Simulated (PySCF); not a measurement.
**Indirect couplings**

Molfile (atoms numbered from 1):
```
C6H7GaN2
     RDKit          3D

 16 16  0  0  0  0  0  0  0  0999 V2000
   -4.4652    0.0011    0.5278 N   0  0  0  0  0  0  0  0  0  0  0  0
   -3.3149    0.0050    0.3922 C   0  0  0  0  0  0  0  0  0  0  0  0
   -1.8919    0.0092    0.2247 C   0  0  0  0  0  0  0  0  0  0  0  0
   -1.0472    0.1744    1.3292 C   0  0  0  0  0  0  0  0  0  0  0  0
    0.3245    0.1735    1.1156 C   0  0  0  0  0  0  0  0  0  0  0  0
    0.8563    0.0192   -0.0993 N   0  0  0  0  0  0  0  0  0  0  0  0
    2.9823   -0.0450   -0.3411 Ga  0  0  0  0  0  4  0  0  0  0  0  0
    0.0575   -0.1351   -1.1582 C   0  0  0  0  0  0  0  0  0  0  0  0
   -1.3258   -0.1484   -1.0464 C   0  0  0  0  0  0  0  0  0  0  0  0
   -1.4527    0.3032    2.3330 H   0  0  0  0  0  0  0  0  0  0  0  0
    1.0321    0.3054    1.9385 H   0  0  0  0  0  0  0  0  0  0  0  0
    3.0414    0.5221   -1.8179 H   0  0  0  0  0  0  0  0  0  0  0  0
    3.2068   -1.5995   -0.1467 H   0  0  0  0  0  0  0  0  0  0  0  0
    3.3603    0.9032    0.8690 H   0  0  0  0  0  0  0  0  0  0  0  0
    0.5553   -0.2461   -2.1252 H   0  0  0  0  0  0  0  0  0  0  0  0
   -1.9533   -0.2762   -1.9289 H   0  0  0  0  0  0  0  0  0  0  0  0
  1  2  3  0
  2  3  1  0
  3  4  2  0
  4  5  1  0
  5  6  2  0
  6  7  1  0
  6  8  1  0
  8  9  2  0
  9  3  1  0
  4 10  1  0
  5 11  1  0
  7 12  1  0
  7 13  1  0
  7 14  1  0
  8 15  1  0
  9 16  1  0
M  CHG  2   6   1   7  -1
M  END
```

Couplings: B3LYP/pcJ-1 (pcSseg-1 on Ga) (without the spin–dipole term) in PySCF 2.14, geometry PBE0-D3(BJ)/def2-SVP; gas phase, one conformer, non-relativistic. Couplings are averaged over pairs made equivalent by symmetry, fast rotation or ring inversion, so a value needn't be that of the named pair in this geometry, while other rotamers aren't included; one pair stands for each set, and the list holds those of at least 1.5 Hz over up to four bonds, among pairs with at least one H atom (others weren't computed).

Isotopes: ¹³C, ¹H, ¹⁵N.

```tsv
pair	bonds	J (Hz)
C4, H10	1	181.6
C5, H11	1	198.8
C4, H11	2	?
C5, H10	2	4.2
N6, H11	2	-7.8
N6, H12	2	?
H12, H13	2	19.7
C2, H10	3	6.0
C3, H11	3	?
C4, H16	3	5.9
C5, H12	3	2.7
C5, H15	3	9.9
N6, H10	3	-2.5
H10, H11	3	?
C4, H15	4	-1.7
H10, H16	4	?
```

Task: Estimate the withheld couplings, with signs.

Result: 
- ²J(C4,H11) = 8.7 Hz (angle at C5 122°)
- ²J(N6,H12) = -4.1 Hz
- ³J(C3,H11) = 8.1 Hz (dihedral angle 180°)
- ³J(H10,H11) = 6.6 Hz (dihedral angle 0°)
- ⁴J(H10,H16) = 1.5 Hz

Relativistic effects of the heavier atoms present are left out.
